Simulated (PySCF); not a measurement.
**Four-centre ligand exchange**

Start structure (SiNH$_{5}$ClF, closed shell), relaxed at PBE0-D4/def2-TZVP:

| atom | x (Å) | y (Å) | z (Å) |
| --- | --- | --- | --- |
| Si1 | -0.5651 | -0.7231 | -0.6621 |
| N2 | 0.8035 | 0.0161 | 0.1155 |
| H3 | -0.2040 | -1.6576 | -1.7548 |
| H4 | -1.3394 | -1.4101 | 0.3921 |
| Cl5 | -1.6626 | 0.7734 | -1.5100 |
| H6 | 0.2453 | 1.1735 | 1.2727 |
| F7 | -0.0380 | 1.7563 | 1.9670 |
| H8 | 1.4409 | 0.5218 | -0.4873 |
| H9 | 1.3393 | -0.5965 | 0.7194 |

The step: SiNH₄Cl ([NH2][SiH2][Cl]) + HF → SiH₂ClF ([F][SiH2][Cl]) + NH₃; bonds formed: Si1–F7, N2–H6; bonds broken: Si1–N2, H6–F7. Program: PySCF 2.14 with density fitting (its default auxiliary sets; JK sets also for MP2 and CCSD(T)). Basis: def2-TZVPP and def2-QZVPP. Cores are frozen in the correlated methods. Extrapolation: Hartree–Fock as exp(−7.88 √X), correlation as X^−2.97. Energies below are by CCSD(T) at an estimated basis limit (MP2 extrapolated from triple and quadruple zeta, plus CCSD(T) − MP2 in triple zeta).

Problem. What are the electronic barrier and the energy of the step, from the start structure to the end structure? (An estimate is asked for; the value comes from the calculation.)

Solution. By the calculation: Barrier 0.859 eV; step energy -0.752 eV (downhill); reverse barrier, their difference, 1.610 eV. Barrier and step energy count from the start structure, the reverse barrier from the end structure.

The saddle point: One imaginary mode of 714i cm⁻¹.
```tsv
pair	start (Å)	saddle (Å)	end (Å)
Si1–F7	3.65	2.14	1.61
N2–H6	1.73	1.20	1.01
Si1–N2	1.74	1.84	2.32
H6–F7	0.95	1.22	2.74
```

Zero-point energy (harmonic, PBE0-D4): ZPE is 1.579 eV at the start and 1.535 eV at the saddle, so the barrier goes from 0.859 to 0.814 eV.

No T1 diagnostic of these runs exceeds 0.011.

Steps of this kind, hydrogen fluoride cutting a network bond, underlie vapour etching and the fluorination step of atomic layer etching.

Labels in which every atom is bracketed show which atoms are joined, not bond orders.

For scale, one of the runs: CCSD(T)/def2-TZVPP, 216 basis functions, launched by `OMP_NUM_THREADS=4 python run.py`. The run took 5.6 min on 4 CPU threads of an Intel Xeon Platinum 8488C (shared host), with 3.4 GiB of host memory at its peak.
